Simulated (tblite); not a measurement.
Species: C5H7NOSe (charge +1 and doublet state).
Atom-mapped SMILES: `[O:1]=[CH:2][NH:3][C+:4]1[CH:5][CH2:6][CH2:7][Se:8]1` (hydrogens: H9 on C2; H10 on N3; H11 on C5; H12, H13 on C6; H14, H15 on C7)
Bond orders are those of one Lewis drawing.

Computed with GFN2-xTB (tblite), gas phase: L-BFGS steps from a force-field or distance-geometry start until the largest atomic force falls under 0.01 eV/Å.

Step 2: E = -650.7949 eV
```
atom  x, y, z in Å  |  force x, y, z in eV/Å
O1      2.5892    1.6466   -0.5085   -0.090  -0.026   0.056
C2      2.9012    0.4998   -0.3691   -0.166  -0.055   0.118
N3      1.9676   -0.4846   -0.0543   -0.661   0.195  -0.047
C4      0.5576   -0.1932    0.0640    1.793  -0.002   1.166
C5     -0.4146   -0.3119   -0.8284   -1.441  -2.127  -0.184
C6     -1.7898   -0.6111   -0.2478    0.524  -0.348  -0.129
C7     -2.0570    0.2972    0.9183    0.467   0.510   0.133
Se8    -0.2731    0.3312    1.7711    0.447   0.540   0.199
H9      3.9807    0.1927   -0.4845   -0.926  -0.351   0.188
H10     2.2590   -1.4764    0.0697   -0.355   1.096  -0.182
H11    -0.2674   -0.8261   -1.7513    0.325   0.389  -0.868
H12    -1.6434   -1.6660    0.1159   -0.400   0.584  -0.275
H13    -2.6433   -0.6273   -0.9079    0.049   0.148  -0.584
H14    -2.3748    1.3124    0.5705    0.387  -0.606   0.383
H15    -2.7962   -0.0867    1.6205    0.047   0.055   0.028
```

Step 3: E = -651.0787 eV
```
atom  x, y, z in Å  |  force x, y, z in eV/Å
O1      2.5867    1.6477   -0.5077    0.113  -0.728   0.166
C2      2.8885    0.4859   -0.3613   -0.179   1.388  -0.156
N3      1.9484   -0.4694   -0.0577   -0.090  -0.080  -0.006
C4      0.5795   -0.1925    0.0719   -0.074  -0.119   0.547
C5     -0.4152   -0.3908   -0.8110   -0.395  -0.857   0.391
C6     -1.7849   -0.6081   -0.2519    0.039  -0.373  -0.138
C7     -2.0392    0.2979    0.9254    0.340   0.255   0.070
Se8    -0.2555    0.3466    1.7762    0.351   0.512   0.078
H9      3.9554    0.1829   -0.4798   -0.663  -0.444   0.174
H10     2.2486   -1.4410    0.0642   -0.200   0.432  -0.107
H11    -0.2607   -0.8060   -1.7707    0.350   0.025  -0.948
H12    -1.6526   -1.6477    0.1074   -0.489   0.045  -0.035
H13    -2.6426   -0.6257   -0.9251    0.324   0.224  -0.325
H14    -2.3662    1.2997    0.5788    0.369  -0.327   0.302
H15    -2.7945   -0.0829    1.6194    0.205   0.047  -0.012
```

Step 4: E = -651.2201 eV
```
atom  x, y, z in Å  |  force x, y, z in eV/Å
O1      2.5837    1.6444   -0.5046   -0.027   0.050   0.086
C2      2.8764    0.4907   -0.3560   -0.198   1.048  -0.138
N3      1.9306   -0.4561   -0.0612    0.178   0.246  -0.010
C4      0.5817   -0.1950    0.0793   -0.440  -0.172   0.672
C5     -0.4073   -0.4786   -0.7777   -0.272  -0.142  -1.062
C6     -1.7841   -0.6092   -0.2586   -0.110  -0.213   0.083
C7     -2.0157    0.2990    0.9338    0.187  -0.143  -0.009
Se8    -0.2317    0.3705    1.7817    0.148   0.453  -0.024
H9      3.9200    0.1649   -0.4721   -0.224  -0.499   0.125
H10     2.2357   -1.4020    0.0571    0.074  -0.499  -0.014
H11    -0.2482   -0.7861   -1.8062    0.224   0.038   0.110
H12    -1.6706   -1.6319    0.0996   -0.613  -0.563   0.228
H13    -2.6348   -0.6198   -0.9461    0.412   0.297  -0.199
H14    -2.3517    1.2840    0.5915    0.307   0.067   0.161
H15    -2.7882   -0.0780    1.6175    0.354   0.034  -0.008
```

Step 5: E = -651.2854 eV
```
atom  x, y, z in Å  |  force x, y, z in eV/Å
O1      2.5807    1.6503   -0.5031   -0.068   0.413   0.036
C2      2.8728    0.5023   -0.3562   -0.213   0.559  -0.051
N3      1.9282   -0.4490   -0.0621    0.094   0.063   0.080
C4      0.5763   -0.1986    0.0920   -0.699  -0.324   0.101
C5     -0.4102   -0.5035   -0.7855    0.143   0.304  -0.223
C6     -1.7852   -0.6132   -0.2590   -0.013  -0.239   0.059
C7     -2.0068    0.2976    0.9357    0.176  -0.194  -0.066
Se8    -0.2233    0.3838    1.7829    0.108   0.364  -0.147
H9      3.9068    0.1526   -0.4681   -0.129  -0.405   0.089
H10     2.2335   -1.3993    0.0550    0.055  -0.324  -0.051
H11    -0.2414   -0.7806   -1.8140    0.233  -0.084  -0.018
H12    -1.6848   -1.6364    0.1011   -0.622  -0.569   0.232
H13    -2.6265   -0.6137   -0.9548    0.314   0.286  -0.177
H14    -2.3431    1.2807    0.5974    0.279   0.147   0.104
H15    -2.7812   -0.0763    1.6169    0.342   0.004   0.033
```

**Question.** Estimate the geometry and energy of step 6. (The exact step hangs on the optimiser's Hessian estimate; all steps are aligned on step 5, rigid shifts and turns removed.)

**Answer.** E = -651.3861 eV, largest force 0.837 eV/Å
```
atom  x, y, z in Å  |  force x, y, z in eV/Å
O1      2.5737    1.6723   -0.5000   -0.120   0.809  -0.018
C2      2.8602    0.5318   -0.3568   -0.126  -0.495   0.115
N3      1.9236   -0.4369   -0.0611   -0.271  -0.079   0.224
C4      0.5534   -0.2139    0.1135   -0.112  -0.383  -0.496
C5     -0.4122   -0.5403   -0.7958    0.315   0.627   0.457
C6     -1.7847   -0.6270   -0.2590    0.054  -0.311   0.009
C7     -1.9861    0.2917    0.9372    0.099  -0.157  -0.143
Se8    -0.2056    0.4158    1.7806    0.008   0.167  -0.296
H9      3.8795    0.1218   -0.4590   -0.160  -0.055   0.025
H10     2.2296   -1.3972    0.0493    0.014   0.077  -0.124
H11    -0.2231   -0.7734   -1.8318    0.188  -0.173   0.084
H12    -1.7252   -1.6558    0.1083   -0.584  -0.388   0.134
H13    -2.6057   -0.5962   -0.9753    0.174   0.241  -0.088
H14    -2.3209    1.2774    0.6105    0.232   0.176  -0.003
H15    -2.7610   -0.0734    1.6173    0.289  -0.056   0.119
```

The energy changes by -0.1007 eV. The first-order estimate −F·Δx gives -0.1523 eV and the mean of the old and new forces, exact on a quadratic surface, -0.1004 eV. The step makes an angle of 42° with the force vector and moves no atom by more than 0.045 Å.

The cost below is that of the whole relaxation. Time: 0.64 s wall. Hardware: one thread of an Arm Neoverse V2, shared host with 96 logical CPUs at a one-minute load of 72.
